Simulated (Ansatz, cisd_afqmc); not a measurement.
Species: C3H5Cl, charge 0, singlet. C3H5Cl (SMILES C=CCCl).
B3LYP-D3(BJ)/def2-TZVP minimum from Ansatz (a program for electronic structure):
```
C
C 1 1.3264
H 2 1.0820 1 121.55
H 2 1.0839 3 116.93 1 179.92
H 1 1.0848 2 120.45 3 -0.89
C 1 1.4857 5 116.06 2 -179.76
H 6 1.0868 1 112.06 5 178.85
H 6 1.0881 7 109.69 1 125.24
Cl 6 1.8209 7 106.56 8 113.26
```

Total energies in cc-pV(T+d)Z, 24 correlated electrons, 8 frozen orbitals. Radicals and triplets start from unrestricted determinants; spin-orbit coupling is neglected. Cores are frozen in correlated methods. No relativity. AFQMC is phaseless with a CISD trial state; ± is one standard error, without the phaseless bias. Outlying blocks are dropped, and bars are widened where a walk drifts. Over all cases where full CI ran beside it in this data, AFQMC minus full CI had a median of +0.1 mEh and passed +0.4 mEh in a tenth of the cases.

```csv
method,program,energy (Eh),minus AFQMC/CISD (mEh)
HF,Ansatz,-576.05378,765.0 ± 0.4
MP2,Ansatz,-576.74107,77.7 ± 0.4
CCSD,Ansatz,-576.78469,34.1 ± 0.4
CCSD(T),Ansatz,-576.81704,1.7 ± 0.4
AFQMC/CISD,cisd_afqmc,-576.8188 ± 0.0004,0.0
```
